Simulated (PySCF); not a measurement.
## Nonlinear optical response: SMILES BrC1=C=CCCCCC1, C$_{8}$H$_{11}$Br

Geometry:
```csv
atom,x (Å),y (Å),z (Å)
Br1,0.997,1.919,2.583
C2,0.892,1.433,0.744
C3,-0.165,1.730,0.036
C4,-1.236,1.557,-0.701
C5,-1.968,0.240,-0.615
C6,-1.221,-0.841,0.166
C7,0.132,-1.291,-0.437
C8,1.412,-0.969,0.349
C9,1.928,0.470,0.236
H10,-1.588,2.313,-1.412
H11,-2.970,0.395,-0.175
H12,-2.154,-0.106,-1.648
H13,-1.890,-1.713,0.236
H14,-1.073,-0.499,1.204
H15,0.103,-2.386,-0.556
H16,0.231,-0.893,-1.463
H17,2.215,-1.640,-0.001
H18,1.258,-1.213,1.415
H19,2.138,0.707,-0.820
H20,2.872,0.585,0.791
```

Method used: PySCF, quadratic response CAM-B3LYP/aug-cc-pVDZ first hyperpolarisability, Taylor convention, gas phase. Geometry: PBE0-D3(BJ)/def2-SVP.

The calculation is non-relativistic, which matters for the atoms heavier than Zn.

**Question.** What is the first hyperpolarisability, and how does it disperse?

**Answer.** In 10⁻³⁰ esu, Taylor convention; the vector part is βᵢ = ⅓ Σⱼ (βᵢⱼⱼ + βⱼᵢⱼ + βⱼⱼᵢ); β∥ is 3/5 of the vector part along the dipole, the dipole points from − to +:
```tsv
process	λ (nm)	β vector norm	β∥	β HRS	depolarisation ratio
static β(0;0,0)	∞	1.17	0.66	0.50	4.58
second harmonic β(−2ω;ω,ω)	1907	1.23	0.70	0.52	4.60
Pockels β(−ω;ω,0)	1907	1.19	0.67	–	–
second harmonic β(−2ω;ω,ω)	1064	1.38	0.78	0.59	4.63
Pockels β(−ω;ω,0)	1064	1.24	0.70	–	–
```

**Question.** Which lowest excitations, dipole and polarisabilities go with it?

**Answer.** S1 4.65 eV (f = 0.000); S2 5.56 eV (f = 0.003); S3 5.90 eV (f = 0.056); dipole 2.49 D; isotropic α 117.2 au static, 117.5 au at 1907 nm, 118.4 au at 1064 nm, 118.7 au at 953.5 nm, 122.5 au at 532 nm.
